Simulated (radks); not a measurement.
Ga4+, 27 electrons, occupied as [Ar] 3d9. Calculated with a radial shooting solver on a logarithmic mesh with Libxc functionals: Dirac Kohn-Sham, relativistic LDA (MacDonald-Vosko exchange, VWN5 correlation), spin-unpolarised, spherical densities, finite nucleus; open shells fill j = l - 1/2 first; Fermi nuclear charge, rms radius 3.9973 fm.

Spin-orbit splittings of the eigenvalues, e(l+1/2) - e(l-1/2), with zeta = 2 splitting/(2l+1) and mean radii in bohr:

shell  occ.  splitting (eV)  zeta (eV)  <r> j=l-1/2  <r> j=l+1/2
2p        6           27.47      18.31       0.1886       0.1921
3p        6               ?          ?       0.6646       0.6748
3d        9          0.5103     0.2041       0.7412       0.7455

Estimate the 3p splitting.

Answer. 3.704 eV (zeta = 2.469 eV).
